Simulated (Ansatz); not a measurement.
Ideal-gas functions of `[F][Al]([F])[S][AlH2]` at 400 K and 1 bar, from an Ansatz frequency run at PBE0-D4/def2-TZVP.

Molar mass 126.04 g/mol, point group Cs (symmetry number 1), electronic degeneracy 1, moments of inertia 120.6, 258.562, 371.269 u Å². Harmonic wavenumbers (cm⁻¹, unscaled): 89, 169, 232, 286, 319, 402, 423, 487, 522, 597, 722, 761, 936, 1945, 1955.

Use S(trans) = R[1.5 ln M + 2.5 ln T − 1.1517]; rotational temperatures θ = 24.2544 K / I; S(rot) = R[ln(√π/σ · √(T³/θAθBθC)) + 1.5]; for each mode x = 1.438777 ν̃/T, S = R[x/(eˣ − 1) − ln(1 − e⁻ˣ)] and H = RT x/(eˣ − 1); 1 cm⁻¹ = 0.0119627 kJ/mol; R = 8.31446 J/(mol·K).

Question: By hand: the entropy, in J/(mol·K).

Answer: Translation 175.3. Rotation: θ = 0.2011, 0.0938, 0.0653 K, giving 119.8. Vibration, mode by mode: 17.82, 12.58, 10.06, 8.44, 7.61, 5.94, 5.58, 4.64, 4.20, 3.39, 2.38, 2.13, 1.29, 0.06, 0.06, in all 86.2. Electronic 0.0. Sum 381.3 J/(mol·K).

Question: By hand: H − E and G − E in kJ/mol, counted from the electronic energy.

Answer: Zero-point energy ½ × 9845 × 0.0119627 = 58.9; thermal vibration 19.0; translation, rotation and pV give 4 RT = 13.3. H − E = 91.2 kJ/mol, and G − E = 91.2 − 400 × 381.3/1000 = -61.3 kJ/mol.

Vibration gives 23 % of the entropy, 17.8 J/(mol·K) of it from the mode under 150 cm⁻¹: soft modes count most, and the harmonic formula is weakest for them. The sum counts one conformer and one mirror image; others add a mixing term.
